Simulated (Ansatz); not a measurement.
Coupled-cluster run, F3ISi (`F[Si](F)(F)I`).

```yaml
crystal:
  periodic: [false, false, false]
  atoms:
    - {symbol: F, position_ang: [-0.003024, -0.011505, 1.617293]}
    - {symbol: Si, position_ang: [0.085983, -0.116123, 0.053310]}
    - {symbol: F, position_ang: [-0.432137, -1.536745, -0.368920]}
    - {symbol: F, position_ang: [1.598025, -0.009061, -0.355562]}
    - {symbol: I, position_ang: [-1.198946, 1.599836, -0.987620]}
basis:
  gaussian: {orbitals: def2-SVP}
correlation: {method: ccsd_t}
```

```sh
$ ansatz run in.yaml --threads 2 --pin off --events-out ev --progress --plain
```

Output of Ansatz, abridged:

```
Functional definition: HF
884 factors; integrals over basis functions are off by at most 4.4e-4 eV
mean field evaluation 1: about -24046.4340 eV, gradient 3.9e1 eV
mean field evaluation 2: about -24046.5022 eV, gradient 3.9e1 eV
mean field evaluation 4: about -24049.2057 eV, gradient 1.8e0 eV
mean field evaluation 8: about -24049.2247 eV, gradient 1.0e-1 eV
mean field -24049.22479401 eV, -883.7927100297 hartree, gradient 1.3e-6 eV, S^2 0.000000; 0 other end points of the search recorded, 0 dependent functions left out
12 core orbitals not correlated: weight in the atoms' cores, before any rotation towards them, 1.000 or more for the frozen orbitals, at most 0.000 for the correlated occupied ones
reference -24049.22479401 eV, -883.7927100297 hartree; 21, 21 occupied and 53, 53 virtual orbitals, 884 factors
second order -20.61933512 eV of doubles, -0.00000000 eV of singles
cycle   1  -20.51520373 eV  change    1.0e-1 eV  update   9.6e-2
cycle   2  -20.88342871 eV  change   -3.7e-1 eV  update   2.6e-2
cycle   3  -20.97366545 eV  change   -9.0e-2 eV  update   1.3e-2
cycle   4  -20.96881919 eV  change    4.8e-3 eV  update   2.2e-3
cycle   5  -20.96675188 eV  change    2.1e-3 eV  update   8.6e-4
cycle   6  -20.96688983 eV  change   -1.4e-4 eV  update   2.3e-4
cycle   7  -20.96681899 eV  change    7.1e-5 eV  update   6.0e-5
cycle   8  -20.96677492 eV  change    4.4e-5 eV  update   1.6e-5
perturbative correction -0.35133934 eV, -0.0129114826 hartree
Total energy: -24070.54290827 eV, -884.5761362790 hartree
```

Hardware: 2 threads of a server CPU on a shared host. Wall time 4.7 s, peak host memory 0.33 GiB.

Correlation energy per correlated electron: -0.508 eV. T1 diagnostic: 0.0099.
